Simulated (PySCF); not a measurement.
# Computed records: B₂Ge₂H₈, B₂GeH₄O, BGeH₆N, CH₇BGeSi and others

Calculation on a computer-drawn molecule: the log of a Hartree-Fock and frozen-core CCSD(T) single point meant for a local Hartree-Fock minimum, with one planted fault or none, to be diagnosed. Offsets are logged minus clean, where the clean run is the same molecule without the fault. The reference is restricted for singlets and unrestricted otherwise, and also for a bond in bohr or an excited solution. Adding or removing an electron swaps singlet and doublet. The excited solution moves the top pair (singlet) or top alpha electron (doublet) to the lowest empty orbital. Highest occupied and lowest empty are orbital energies over both spins, largest force is the largest gradient component, triples share is (T) over the correlation energy, the T1 limit is 0.02 restricted and 0.045 unrestricted, electrons count all cores, a negative frequency is imaginary (commonest isotopes), and the dipole is about the centre of nuclear charge; on germanium a core potential holds 10 electrons, which the energies leave out, and 3d is frozen in MP2 and coupled-cluster steps. Program: PySCF 2.14.0.

Common to all runs: meant charge 0; meant multiplicity 1; meant basis and core potential on germanium cc-pVDZ-PP ECP10MDF; logged SCF converged yes; possible faults no fault, one electron removed, one electron added, multiplicity raised by two, geometry at a saddle point, SCF held on an excited solution, minimal basis STO-3G, one bond length entered in bohr, all coordinates scaled.

(1) 
```xyz
12
formula=B2Ge2H8 meant_basis=cc-pVDZ logged_electrons=82 logged_basis_functions=114 logged_spin_squared=2.0439 logged_highest_occupied=-7.4531 logged_lowest_empty=-1.8187 logged_largest_force=0.026826 logged_T1_diagnostic=0.026865 logged_D1_diagnostic=0.11383 logged_triples_share=0.02934 logged_CC_converged=yes logged_dipole_magnitude=1.8777 logged_SCF_stable_within_its_kind=yes logged_energy_HF=-640.60597 logged_energy_CCSD(T)=-641.04958 planted_fault=multiplicity_raised_by_two HF_energy_offset_from_clean_run=62.01 CCSD(T)_energy_offset_from_clean_run=63.75
B      2.6490    -0.4949     0.8645
Ge     0.8814     0.6140     0.7408
B     -0.7385    -0.6635     1.0949
Ge    -1.9808    -1.4366    -0.3966
H      3.0884    -1.0592    -0.0974
H      3.2286    -0.6097     1.9072
H      0.7598     1.2784    -0.6417
H      0.8783     1.7382     1.7923
H     -0.9730    -0.9626     2.2332
H     -3.2017    -0.5092    -0.5184
H     -1.2966    -1.4919    -1.7693
H     -2.4925    -2.8456    -0.0626
```

Units: logged_highest_occupied, logged_lowest_empty in eV; logged_largest_force in hartree/bohr; logged_dipole_magnitude in debye; logged_energy_HF, logged_energy_CCSD(T) in hartree; HF_energy_offset_from_clean_run, CCSD(T)_energy_offset_from_clean_run in kcal/mol.

Drawn bonds:
```
atom  other atom  order
   1           2      1
   2           3      1
   3           4      1
   1           5      1
   1           6      1
   2           7      1
   2           8      1
   3           9      1
   4          10      1
   4          11      1
   4          12      1
```

(2) 
```xyz
8
formula=B2GeH4O meant_basis=cc-pVDZ logged_electrons=54 logged_basis_functions=85 logged_spin_squared=0 logged_highest_occupied=-11.688 logged_lowest_empty=0.72893 logged_largest_force=1.324e-05 logged_lowest_frequency=40.659 logged_T1_diagnostic=0.017859 logged_D1_diagnostic=0.048194 logged_triples_share=0.030915 logged_CC_converged=yes logged_dipole_magnitude=4.0344 logged_SCF_stable_within_its_kind=yes logged_energy_HF=-419.96266 logged_energy_CCSD(T)=-420.45303 planted_fault=no_fault HF_energy_offset_from_clean_run=0 CCSD(T)_energy_offset_from_clean_run=0
B      0.7695     0.9800     0.1720
Ge     0.5353     1.5778     2.1580
B      0.0522    -0.1031     3.2659
O     -0.2237    -1.0830     3.8766
H      1.8381     0.6214    -0.2275
H     -0.1692     0.9706    -0.5689
H     -0.6088     2.5718     2.3678
H      1.8108     2.1491     2.7808
```

Units: logged_highest_occupied, logged_lowest_empty in eV; logged_largest_force in hartree/bohr; logged_lowest_frequency in cm⁻¹; logged_dipole_magnitude in debye; logged_energy_HF, logged_energy_CCSD(T) in hartree; HF_energy_offset_from_clean_run, CCSD(T)_energy_offset_from_clean_run in kcal/mol.

Drawn bonds:
```
atom  other atom  order
   1           2      1
   2           3      1
   3           4      2
   1           5      1
   1           6      1
   2           7      1
   2           8      1
```

(3) 
```xyz
8
formula=B2GeH4O meant_basis=cc-pVDZ logged_electrons=54 logged_basis_functions=85 logged_spin_squared=0.874 logged_highest_occupied=-9.5084 logged_lowest_empty=0.03356 logged_largest_force=0.0064605 logged_T1_diagnostic=0.037868 logged_D1_diagnostic=0.15892 logged_triples_share=0.036685 logged_CC_converged=yes logged_dipole_magnitude=4.0404 logged_SCF_stable_within_its_kind=yes logged_energy_HF=-419.86386 logged_energy_CCSD(T)=-420.33983 planted_fault=one_bond_length_entered_in_bohr,row_7_of_the_drawn_bonds HF_energy_offset_from_clean_run=62 CCSD(T)_energy_offset_from_clean_run=71.03
B      0.7695     0.9800     0.1720
Ge     0.5353     1.5778     2.1580
B      0.0522    -0.1031     3.2659
O     -0.2237    -1.0830     3.8766
H      1.8381     0.6214    -0.2275
H     -0.1692     0.9706    -0.5689
H     -0.6088     2.5718     2.3678
H      2.9456     2.6574     3.3349
```

Units: logged_highest_occupied, logged_lowest_empty in eV; logged_largest_force in hartree/bohr; logged_dipole_magnitude in debye; logged_energy_HF, logged_energy_CCSD(T) in hartree; HF_energy_offset_from_clean_run, CCSD(T)_energy_offset_from_clean_run in kcal/mol.

Drawn bonds:
```
atom  other atom  order
   1           2      1
   2           3      1
   3           4      2
   1           5      1
   1           6      1
   2           7      1
   2           8      1
```

(4) 
```xyz
8
formula=B2GeH4O meant_basis=cc-pVDZ logged_electrons=54 logged_basis_functions=85 logged_spin_squared=0 logged_highest_occupied=-11.56 logged_lowest_empty=0.60844 logged_largest_force=0.065962 logged_T1_diagnostic=0.019502 logged_D1_diagnostic=0.053579 logged_triples_share=0.03296 logged_CC_converged=yes logged_dipole_magnitude=4.4559 logged_SCF_stable_within_its_kind=yes logged_energy_HF=-419.95172 logged_energy_CCSD(T)=-420.44907 planted_fault=all_coordinates_scaled,by_+3.9_% HF_energy_offset_from_clean_run=6.865 CCSD(T)_energy_offset_from_clean_run=2.479
B      0.7995     1.0183     0.1787
Ge     0.5562     1.6393     2.2422
B      0.0543    -0.1071     3.3932
O     -0.2324    -1.1253     4.0278
H      1.9098     0.6456    -0.2364
H     -0.1758     1.0085    -0.5911
H     -0.6325     2.6721     2.4602
H      1.8814     2.2329     2.8892
```

Units: logged_highest_occupied, logged_lowest_empty in eV; logged_largest_force in hartree/bohr; logged_dipole_magnitude in debye; logged_energy_HF, logged_energy_CCSD(T) in hartree; HF_energy_offset_from_clean_run, CCSD(T)_energy_offset_from_clean_run in kcal/mol.

Drawn bonds:
```
atom  other atom  order
   1           2      1
   2           3      1
   3           4      2
   1           5      1
   1           6      1
   2           7      1
   2           8      1
```

(5) 
```xyz
9
formula=BGeH6N meant_basis=cc-pVDZ logged_electrons=50 logged_basis_functions=81 logged_spin_squared=0 logged_highest_occupied=-10.382 logged_lowest_empty=1.4253 logged_largest_force=0.010607 logged_T1_diagnostic=0.010955 logged_D1_diagnostic=0.028378 logged_triples_share=0.024065 logged_CC_converged=yes logged_dipole_magnitude=0.96257 logged_SCF_stable_within_its_kind=yes logged_energy_HF=-375.97354 logged_energy_CCSD(T)=-376.38728 planted_fault=all_coordinates_scaled,by_+1.2_% HF_energy_offset_from_clean_run=0.6607 CCSD(T)_energy_offset_from_clean_run=-0.3707
B     -1.4289    -2.5770    -0.2349
Ge    -0.9060    -0.5623     0.0903
N     -2.3803     0.3714     0.7730
H     -2.5819    -2.9035    -0.4273
H     -0.5775    -3.4408    -0.2690
H     -0.3769     0.0365    -1.2570
H      0.2280    -0.3948     1.1381
H     -3.2111     0.3070     0.1876
H     -2.2040     1.3594     0.9452
```

Units: logged_highest_occupied, logged_lowest_empty in eV; logged_largest_force in hartree/bohr; logged_dipole_magnitude in debye; logged_energy_HF, logged_energy_CCSD(T) in hartree; HF_energy_offset_from_clean_run, CCSD(T)_energy_offset_from_clean_run in kcal/mol.

Drawn bonds:
```
atom  other atom  order
   1           2      1
   2           3      1
   1           4      1
   1           5      1
   2           6      1
   2           7      1
   3           8      1
   3           9      1
```

(6) 
```xyz
11
formula=CH7BGeSi meant_basis=cc-pV(D+d)Z logged_electrons=64 logged_basis_functions=109 logged_spin_squared=0 logged_highest_occupied=-3.7467 logged_lowest_empty=-4.3298 logged_largest_force=0.11037 logged_dipole_magnitude=7.0397 logged_SCF_stable_within_its_kind=no logged_energy_HF=-648.43914 planted_fault=SCF_held_on_an_excited_solution HF_energy_offset_from_clean_run=260.9
B     -0.8561     2.7543    -2.5288
Ge    -1.8358     1.4740    -1.2118
Si    -0.2259    -0.1077    -0.3964
C      1.2950    -0.3299    -1.1204
H     -0.6756     2.4290    -3.6670
H     -0.4319     3.8089    -2.1532
H     -2.9775     0.6950    -1.8810
H     -2.4289     2.2003     0.0044
H     -0.5895    -0.8940     0.8000
H      1.6075     0.2216    -2.0009
H      2.0230    -1.0410    -0.7440
```

Units: logged_highest_occupied, logged_lowest_empty in eV; logged_largest_force in hartree/bohr; logged_dipole_magnitude in debye; logged_energy_HF in hartree; HF_energy_offset_from_clean_run in kcal/mol.

Drawn bonds:
```
atom  other atom  order
   1           2      1
   2           3      1
   3           4      2
   1           5      1
   1           6      1
   2           7      1
   2           8      1
   3           9      1
   4          10      1
   4          11      1
```

Notes: coupled-cluster numbers left out as unreliable.

(7) 
```xyz
12
formula=AlBGeH8Si meant_basis=cc-pV(D+d)Z logged_electrons=72 logged_basis_functions=123 logged_spin_squared=2.0438 logged_highest_occupied=-6.8308 logged_lowest_empty=-1.7185 logged_largest_force=0.058646 logged_T1_diagnostic=0.030246 logged_D1_diagnostic=0.13445 logged_triples_share=0.028624 logged_CC_converged=yes logged_dipole_magnitude=3.1541 logged_SCF_stable_within_its_kind=yes logged_energy_HF=-853.42372 logged_energy_CCSD(T)=-853.85315 planted_fault=multiplicity_raised_by_two HF_energy_offset_from_clean_run=73.35 CCSD(T)_energy_offset_from_clean_run=77.02
B     -1.0881     0.4878    -2.6144
Ge    -1.3708    -0.3572    -0.7417
Al     0.6240    -1.7142    -0.0568
Si    -3.2826    -1.8337    -0.8243
H     -0.9162     1.6656    -2.7573
H     -1.0611    -0.2147    -3.5865
H     -1.6664     0.7094     0.3305
H      1.3088    -2.6944    -1.0930
H      1.1983    -1.6253     1.4137
H     -3.0428    -2.9081    -1.8188
H     -4.5130    -1.1014    -1.2097
H     -3.5119    -2.4662     0.4982
```

Units: logged_highest_occupied, logged_lowest_empty in eV; logged_largest_force in hartree/bohr; logged_dipole_magnitude in debye; logged_energy_HF, logged_energy_CCSD(T) in hartree; HF_energy_offset_from_clean_run, CCSD(T)_energy_offset_from_clean_run in kcal/mol.

Drawn bonds:
```
atom  other atom  order
   1           2      1
   2           3      1
   2           4      1
   1           5      1
   1           6      1
   2           7      1
   3           8      1
   3           9      1
   4          10      1
   4          11      1
   4          12      1
```

(8) 
```xyz
10
formula=B2GeH6O meant_basis=cc-pVDZ logged_electrons=56 logged_basis_functions=95 logged_spin_squared=2.0399 logged_highest_occupied=-7.3998 logged_lowest_empty=-1.6847 logged_largest_force=0.048522 logged_T1_diagnostic=0.033136 logged_D1_diagnostic=0.16727 logged_triples_share=0.027171 logged_CC_converged=yes logged_dipole_magnitude=4.2881 logged_SCF_stable_within_its_kind=yes logged_energy_HF=-420.9389 logged_energy_CCSD(T)=-421.44611 planted_fault=multiplicity_raised_by_two HF_energy_offset_from_clean_run=75.09 CCSD(T)_energy_offset_from_clean_run=77.08
B      1.3780    -0.3104    -0.9164
Ge     0.1948     0.5545    -2.3874
B     -1.8118     0.7953    -1.8753
O      0.3825    -0.4508    -3.8686
H      1.9411    -1.3496    -1.1022
H      1.4976     0.2341     0.1455
H      0.7363     1.9688    -2.7050
H     -2.6980     0.3860    -2.5719
H     -2.1055     1.3731    -0.8661
H     -0.1757    -0.1988    -4.5894
```

Units: logged_highest_occupied, logged_lowest_empty in eV; logged_largest_force in hartree/bohr; logged_dipole_magnitude in debye; logged_energy_HF, logged_energy_CCSD(T) in hartree; HF_energy_offset_from_clean_run, CCSD(T)_energy_offset_from_clean_run in kcal/mol.

Drawn bonds:
```
atom  other atom  order
   1           2      1
   2           3      1
   2           4      1
   1           5      1
   1           6      1
   2           7      1
   3           8      1
   3           9      1
   4          10      1
```

(9) 
```xyz
8
formula=BClGeH4O meant_basis=cc-pV(D+d)Z logged_electrons=66 logged_basis_functions=94 logged_spin_squared=0 logged_highest_occupied=-11.155 logged_lowest_empty=0.75751 logged_largest_force=4.088e-05 logged_lowest_frequency=125 logged_T1_diagnostic=0.012273 logged_D1_diagnostic=0.038522 logged_triples_share=0.023063 logged_CC_converged=yes logged_dipole_magnitude=2.8477 logged_SCF_stable_within_its_kind=yes logged_energy_HF=-854.79867 logged_energy_CCSD(T)=-855.35395 planted_fault=no_fault HF_energy_offset_from_clean_run=0 CCSD(T)_energy_offset_from_clean_run=0
B     -1.3132    -2.6983    -0.1314
Ge    -2.8642    -1.3262    -0.2906
O     -4.0828    -1.4343     0.9883
Cl    -1.7976     0.5785    -0.0518
H     -0.7092    -3.0446    -1.1027
H     -0.9885    -3.1006     0.9469
H     -3.6788    -1.2196    -1.5678
H     -3.7530    -1.4007     1.8752
```

Units: logged_highest_occupied, logged_lowest_empty in eV; logged_largest_force in hartree/bohr; logged_lowest_frequency in cm⁻¹; logged_dipole_magnitude in debye; logged_energy_HF, logged_energy_CCSD(T) in hartree; HF_energy_offset_from_clean_run, CCSD(T)_energy_offset_from_clean_run in kcal/mol.

Drawn bonds:
```
atom  other atom  order
   1           2      1
   2           3      1
   2           4      1
   1           5      1
   1           6      1
   2           7      1
   3           8      1
```

(10) 
```xyz
8
formula=BClGeH4Si meant_basis=cc-pV(D+d)Z logged_electrons=72 logged_basis_functions=103 logged_spin_squared=0 logged_highest_occupied=-8.8701 logged_lowest_empty=-0.35217 logged_largest_force=0.011332 logged_T1_diagnostic=0.015475 logged_D1_diagnostic=0.047805 logged_triples_share=0.026999 logged_CC_converged=yes logged_dipole_magnitude=3.1284 logged_SCF_stable_within_its_kind=yes logged_energy_HF=-1068.78686 logged_energy_CCSD(T)=-1069.25088 planted_fault=all_coordinates_scaled,by_-1.8_% HF_energy_offset_from_clean_run=1.342 CCSD(T)_energy_offset_from_clean_run=1.839
B     -0.6215    -1.8311     1.7521
Ge    -0.6562     0.1229     1.1677
Si    -0.2773     1.7878     2.8711
Cl    -2.5827     0.5344     0.2485
H      0.4156    -2.3345     1.9861
H     -1.6142    -2.4392     1.8991
H      0.3353     0.3763     0.0570
H      1.0310     1.1601     3.2145
```

Units: logged_highest_occupied, logged_lowest_empty in eV; logged_largest_force in hartree/bohr; logged_dipole_magnitude in debye; logged_energy_HF, logged_energy_CCSD(T) in hartree; HF_energy_offset_from_clean_run, CCSD(T)_energy_offset_from_clean_run in kcal/mol.

Drawn bonds:
```
atom  other atom  order
   1           2      1
   2           3      1
   2           4      1
   1           5      1
   1           6      1
   2           7      1
   3           8      1
```
